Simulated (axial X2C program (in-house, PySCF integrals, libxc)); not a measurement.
Bond lengths and stretching modes, held linear, of NAsN⁺

Computed with an in-house all-electron X2C program for linear molecules (integrals from PySCF): two-component X2C with atomic mean-field Coulomb and Gaunt terms, Gaussian nuclei, basis N dyall-av3z, As dyall-v3z with contracted cores. Spin-free rows use the one-electron spin-free X2C Hamiltonian.

Masses N 14.003, As 74.922, N 14.003 u. States: 2c Ω = 1 (beyond evenly filled blocks: ω = -1/2, ω = 3/2); spin-free M_S = 1, Λ = 0 (beyond evenly filled blocks: π+α, π-α).

PBE0, spin-free: energies above the lowest point

```json
{"r(N–As) (Å)": "1.6565", "r(As–N) (Å)": "1.6565", "E (meV)": "65.65"}
{"r(N–As) (Å)": "1.6565", "r(As–N) (Å)": "1.6990", "E (meV)": "24.42"}
{"r(N–As) (Å)": "1.6565", "r(As–N) (Å)": "1.7415", "E (meV)": "23.60"}
{"r(N–As) (Å)": "1.6990", "r(As–N) (Å)": "1.6565", "E (meV)": "24.42"}
{"r(N–As) (Å)": "1.6990", "r(As–N) (Å)": "1.6990", "E (meV)": "0.00"}
{"r(N–As) (Å)": "1.6990", "r(As–N) (Å)": "1.7415", "E (meV)": "15.07"}
{"r(N–As) (Å)": "1.6990", "r(As–N) (Å)": "1.7840", "E (meV)": "58.80"}
{"r(N–As) (Å)": "1.7415", "r(As–N) (Å)": "1.6565", "E (meV)": "23.60"}
{"r(N–As) (Å)": "1.7415", "r(As–N) (Å)": "1.6990", "E (meV)": "15.07"}
{"r(N–As) (Å)": "1.7415", "r(As–N) (Å)": "1.7415", "E (meV)": "45.12"}
{"r(N–As) (Å)": "1.7840", "r(As–N) (Å)": "1.6990", "E (meV)": "58.80"}
{"r(N–As) (Å)": "1.7840", "r(As–N) (Å)": "1.7840", "E (meV)": "173.70"}
```

Fit a quadratic surface with cubic terms in each bond: where is the minimum, and what are the two stretching wavenumbers?

At PBE0, spin-free: bonds 1.702 and 1.702 Å; harmonic stretches 586.6 and 755.6 cm⁻¹; force constants 3.39, 3.39 and coupling 1.32 mdyn/Å.

The other levels and Hamiltonians give:

| Hamiltonian | level | r(N–As) (Å) | r(As–N) (Å) | lower stretch (cm⁻¹) | upper stretch (cm⁻¹) |
| --- | --- | --- | --- | --- | --- |
| 2c | PBE0 | 1.702 | 1.702 | 585.6 | 755.5 |
| 2c | LDA | 1.692 | 1.692 | 632.5 | 804.2 |
| spin-free | LDA | 1.691 | 1.691 | 632.9 | 804.5 |

Each state is one determinant, the lowest of a limited PBE0 search; the stretches come from a fit to these few points and carry an uncertainty of a few per cent. Other orders of the atoms were not compared. Left out for rough or failed fits: HF 2c, MP2 2c, HF spin-free, MP2 spin-free. The molecule was held linear; bending was not examined, so a bent shape may lie lower. Open-shell Ω = 0 determinants with evenly filled partner blocks cannot be reached by this program, so the Ω shown need not be the lowest component. Note: several unpaired electrons, one determinant need not be a pure state.
